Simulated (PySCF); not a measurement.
## Electronic structure of Mo⁺ (molybdenum, charge +1) at the UHF level

Configuration: [Kr] 4d4 5s1, high-spin 6D determinant (an excited configuration). Computed with PySCF 2.14 in aug-cc-pwCVDZ-PP with ECP28MDF (6s6p5d3f, 70 functions), with scalar relativity through the core potential.

```json
{
 "Total energy": "-67.062342 hartree",
 "One-electron energy": "-111.3718 hartree",
 "Hartree (Coulomb) energy": "51.4106 hartree",
 "Exchange energy": "-7.1011 hartree",
 "⟨S²⟩": "8.7533",
 "⟨L²⟩": "6.027",
 "Sum of ⟨r⟩": "20.06 bohr",
 "Sum of ⟨r²⟩": "39.71 bohr²",
 "Traceless quadrupole moment −½Σ⟨3z² − r²⟩ along its main axis": "-0.913 e·bohr²"
}
```

| shell | electrons | mean orbital energy (eV) | spread (eV) | rms radius, mean of both spins (bohr) |
| --- | --- | --- | --- | --- |
| 4s α | 1 | -92.557 | 0 | 1.19 |
| 4s β | 1 | -86.595 | 0 | 1.19 |
| 4p α | 3 | -61.925 | 0.969 | 1.33 |
| 4p β | 3 | -54.309 | 1.474 | 1.33 |
| 4d α | 4 | -19.358 | 1.261 | 1.92 |
| 5s α | 1 | -13.853 | 0 | 3.40 |

Energies and moments cover only the electrons outside the core potential.
